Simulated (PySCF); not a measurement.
# Ce: excitation energy

Ce [Xe] 4f1 5d1 6s2 (high-spin determinant) → Ce [Xe] 4f1 5d3 (high-spin determinant), as a difference of total energies. All numbers are calculated (PySCF 2.14, the spin-free X2C one-electron Hamiltonian (Gaussian nucleus), in cc-pVDZ-X2C (8s7p5d3f1g, 84 functions)). Correlated levels: valence: [Kr] 4d10 frozen. The calculations carry no spin-orbit coupling.

```json
{"method": "UHF", "excitation energy (eV)": "1.180"}
{"method": "MP2 (valence)", "excitation energy (eV)": "1.724"}
{"method": "SCS-MP2 (valence)", "excitation energy (eV)": "1.955"}
{"method": "CCSD (valence)", "excitation energy (eV)": "1.693"}
{"method": "CCSD(T) (valence)", "excitation energy (eV)": "1.801"}
```

Q: How much does correlation contribute at CCSD(T) (valence)?

A: 1.801 − (1.180) = 0.621 eV, measured against UHF.

The determinant of the lower state and of the upper state mixes LS terms, which raises its energy above the lowest term, most at the Hartree-Fock and MP2 levels.
